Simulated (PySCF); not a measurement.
ClHO₃W, SMILES [O]=[W](=[O])([OH])[Cl], multiplicity 1.

Geometry optimised at B3LYP-D3(BJ)/def2-SVP. A frequency run showed that this geometry is not a minimum. The spin state was assumed, not searched. The structure was generated by enumeration; whether it is a known compound was not checked. The def2 effective core potentials stand for the cores of W; spin–orbit coupling is left out. Other conformers were not sampled.

The numbers are results of TDA-LC-ωPBE/def2-SVPD (PySCF), not measurements.

Vertical excitations.  State labels are in the subgroup Cs.

```json
[
 {"state": "S1", "symmetry": "A\"", "energy (eV)": "5.30", "λ (nm)": "234", "f": "0.006", "main pairs": "HOMO→LUMO 91 %"},
 {"state": "S2", "symmetry": "A'", "energy (eV)": "5.36", "λ (nm)": "231", "f": "0.002", "main pairs": "HOMO→LUMO+1 92 %"},
 {"state": "S3", "symmetry": "A\"", "energy (eV)": "5.91", "λ (nm)": "210", "f": "0.001", "main pairs": "HOMO−1→LUMO 74 %, HOMO−3→LUMO 19 %"},
 {"state": "S4", "symmetry": "A\"", "energy (eV)": "6.06", "λ (nm)": "204", "f": "0.000", "main pairs": "HOMO→LUMO+2 82 %"},
 {"state": "S5", "symmetry": "A'", "energy (eV)": "6.11", "λ (nm)": "203", "f": "0.014", "main pairs": "HOMO−2→LUMO 65 %, HOMO−4→LUMO 26 %"},
 {"state": "S6", "symmetry": "A\"", "energy (eV)": "6.46", "λ (nm)": "192", "f": "0.000", "main pairs": "HOMO−3→LUMO 71 %, HOMO−1→LUMO 18 %"},
 {"state": "S7", "symmetry": "A'", "energy (eV)": "6.47", "λ (nm)": "192", "f": "0.003", "main pairs": "HOMO−5→LUMO 50 %, HOMO−4→LUMO 18 %, HOMO−1→LUMO+1 14 %"},
 {"state": "S8", "symmetry": "A\"", "energy (eV)": "6.63", "λ (nm)": "187", "f": "0.001", "main pairs": "HOMO−5→LUMO+1 44 %, HOMO−2→LUMO+1 40 %"},
 {"state": "S9", "symmetry": "A'", "energy (eV)": "6.92", "λ (nm)": "179", "f": "0.013", "main pairs": "HOMO−3→LUMO+1 38 %, HOMO−4→LUMO 25 %, HOMO−2→LUMO 12 %, HOMO−2→LUMO+2 9 %"},
 {"state": "S10", "symmetry": "A\"", "energy (eV)": "6.94", "λ (nm)": "179", "f": "0.005", "main pairs": "HOMO−5→LUMO+1 26 %, HOMO−4→LUMO+1 18 %, HOMO−2→LUMO+1 14 %, HOMO→LUMO+4 11 %"},
 {"state": "T1", "symmetry": "A\"", "energy (eV)": "4.74", "λ (nm)": "262", "f": "0", "main pairs": "HOMO→LUMO 86 %"},
 {"state": "T2", "symmetry": "A'", "energy (eV)": "4.96", "λ (nm)": "250", "f": "0", "main pairs": "HOMO→LUMO+1 91 %"},
 {"state": "T3", "symmetry": "A'", "energy (eV)": "5.48", "λ (nm)": "226", "f": "0", "main pairs": "HOMO−1→LUMO+1 40 %, HOMO−3→LUMO+1 13 %, HOMO−4→LUMO+2 10 %, HOMO−2→LUMO+2 8 %"},
 {"state": "T4", "symmetry": "A\"", "energy (eV)": "5.54", "λ (nm)": "224", "f": "0", "main pairs": "HOMO→LUMO+2 26 %, HOMO−2→LUMO+1 26 %, HOMO−4→LUMO+1 22 %, HOMO−1→LUMO+2 6 %"}
]
```
Triplets are in the Tamm–Dancoff approximation.
